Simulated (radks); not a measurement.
The numbers below are computed, except where a source is named.
The oxygen anion O-, [He] 2s2 2p5, held by a Watson sphere: a shell of charge +1 at radius R that stands for the Madelung well of a crystal (potential energy -1/R inside, -1/r outside, in hartree with lengths in bohr). Level of theory: scalar-relativistic Kohn-Sham, LDA (Slater exchange, VWN5 correlation), spin-polarised, spherical densities, finite nucleus; open shells are filled with parallel spins first; Fermi nuclear charge, rms radius of each element as measured or else 0.836 A^(1/3) + 0.57 fm (a radial shooting solver on a logarithmic mesh with Libxc functionals). Response by self-consistent Sternheimer equations with the Hartree and adiabatic LDA kernel, the relativistic mass of each level held fixed and spin-orbit coupling left out. The sphere does not respond.

| R (bohr) | e(2s down) (eV) | e(2p up) (eV) | e(2p down) (eV) | <r> 2p (bohr) | sum of <r^2> (bohr^2) | X-ray form factor at sin(theta)/lambda = 0.1 1/angstrom | alpha (bohr^3) |
|---|---|---|---|---|---|---|---|
| 1.63 | -22.833 | -9.646 | -8.372 | 1.369 | 15.41 | 7.989 | 8.229 |
| 2.45 | -20.520 | -7.657 | -6.433 | 1.478 | 17.64 | 7.875 | 13.07 |
| 3.54 | -18.498 | -5.743 | -4.522 | 1.574 | 19.67 | 7.792 | 21.43 |
| 3.75 | -18.204 | -5.457 | -4.235 | 1.589 | 19.97 | 7.782 | 23.25 |
| 3.77 | -18.178 | -5.431 | -4.208 | 1.590 | 20.00 | 7.781 | 23.42 |
